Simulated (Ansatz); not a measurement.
Reaction (homolysis of the O–Si bond): `O[SiH2][SiH2]O` → `[OH]`• + `O[SiH2][SiH2]`•

Calculated with Ansatz (gas phase, PBE0-D4/def2-TZVP geometries, no zero-point term in ΔE). CCSD(T)/CBS is the MP2 limit (def2-TZVPP, def2-QZVPP) plus CCSD(T) − MP2 in def2-TZVPP, frozen cores. This one scheme is used for every species. Open shells (•) are unrestricted, without spin–orbit coupling. One conformer a species, not always the lowest.

```
         species  CCSD/def2-SVP energy (Eh)
`O[SiH2][SiH2]O`                 -731.46809
         `[OH]`•                  -75.48842
`O[SiH2][SiH2]`•                 -655.80219
```

Question: Work out ΔE.

Answer: ΔE = (-75.48842) + (-655.80219) − (-731.46809) = 0.17748 Eh = +4.83 eV. CCSD(T)/CBS gives +5.37 eV.

Largest T1 diagnostic among the species: 0.014.

Leaving LDA and LC-ωPBE aside and taking each functional with its dispersion term where it has one, the values, not all of them listed here, spread over 0.37 eV, from r2SCAN0-D4 to ωB97M-V. LDA lies +0.90 eV from PBE without D4, its usual overbinding. From PBE to PBE0 (25 % exact exchange), in def2-TZVPP and without D4, ΔE moves by −0.09 eV: exact exchange takes away binding that semilocal exchange gives to molecules.
